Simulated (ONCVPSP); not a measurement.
Br (Z = 35): one change to an ONCV potential, before and after

* Element: Br
* Generator: ONCVPSP 4.0.1
* Type: optimised norm-conserving Vanderbilt (ONCV)
* Functional: LDA (Perdew-Zunger)
* Relativity: scalar-relativistic
* Frozen core: [Ne]
* Valence charge: 25
* Reference configuration: 3s2 3p6 3d10 4s2 4p4 (charge +1)
* Partial waves: 3s+4s: rc 0.90 bohr, ncon 4, nbas 9, qcut 16.5 1/bohr, 2 projectors; 3p+4p: rc 1.00 bohr, ncon 4, nbas 8, qcut 15.1 1/bohr, 2 projectors; 3d: rc 0.55 bohr, ncon 4, nbas 8, qcut 18.6 1/bohr, local
* Local potential: the d channel
* Core correction: Teter function, fcfact 2.25, rcfact 1.3

Change: all radii but the core radius scaled by about 0.91 (s 0.82, p 0.92, d 0.50 bohr).

Cutoffs: the cutoffs (Ha) at which the residual kinetic energy of the hardest occupied pseudo-wave falls to 1 and 0.1 mHa per electron; they do not see the model core or the augmentation charge, which bear on the density cutoff. Errors are all-electron minus pseudo energies relative to the spin-unpolarised reference configuration.

What does the change do?

The potential gets harder (733 Ha and 851 Ha → 926 Ha and 1201 Ha); of the 4 tests that both files solve, the error grows in 1 and shrinks in 0 by more than 15 % and 0.3 meV (median size 3.7 → 3.7 meV); neither file shows a bound ghost. A smaller radius makes the pseudo-wave follow the all-electron one further in, where it bends more sharply, so more plane waves are needed.

```csv
quantity,base,changed
"cutoff, loose",733 Ha,926 Ha
"cutoff, tight",851 Ha,1201 Ha
loose cutoff by channel,"s 87 Ha, p 76 Ha, d 733 Ha","s 97 Ha, p 78 Ha, d 926 Ha"
bound ghosts,none,none
GHOST(+) flags under 300 eV,none,none
"error for 3s2 3p6 3d10 4s2 4p5, meV [ΔE -12.71 eV]",+1.0,+1.1
"error for 3s2 3p6 3d10 4s2 4p3, meV [ΔE 22.94 eV]",-2.1,-2.1
"error for 3s2 3p6 3d10 4s2 4p2, meV [ΔE 57.16 eV]",-5.3,-5.3
"error for 3s2 3p6 3d9 4s2 4p5, meV [ΔE 66.03 eV]",+8.2,+10
"rms error of d²Exc/dni dnj with the model core, mHa",1.98,1.97
```
